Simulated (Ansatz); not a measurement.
`CO[SiH](O)O` + `F[SiH2][SiH2]Cl` → `CO[SiH](O)Cl` + `O[SiH2][SiH2]F`  (redistribution)

Computed with Ansatz on PBE0-D4/def2-TZVP structures; ΔE is electronic, products minus reactants. CBS: MP2 limit from def2 TZ/QZ plus the TZ coupled-cluster correction, frozen cores. This one scheme is used for every species. DFT in def2-TZVPP. One conformer a species, not always the lowest.

Problem. Is it downhill or uphill in electronic energy at CCSD(T)/CBS, and by how much? (An estimate is asked.)

Solution. Ansatz gave: Uphill: ΔE = +4.4 kcal/mol.

Problem. What do these levels give: PBE, r2SCAN, CCSD/def2-TZVPP, HF/def2-QZVPP, SCS-MP2/def2-QZVPP, CCSD/CBS(def2)? (Best estimate.)

Solution. Ansatz gave: PBE 4.3, r2SCAN 4.4, CCSD/def2-TZVPP 4.5, HF/def2-QZVPP 4.5, SCS-MP2/def2-QZVPP 4.1, CCSD/CBS(def2) 4.5 kcal/mol.

Largest T1 diagnostic among the species: 0.012.
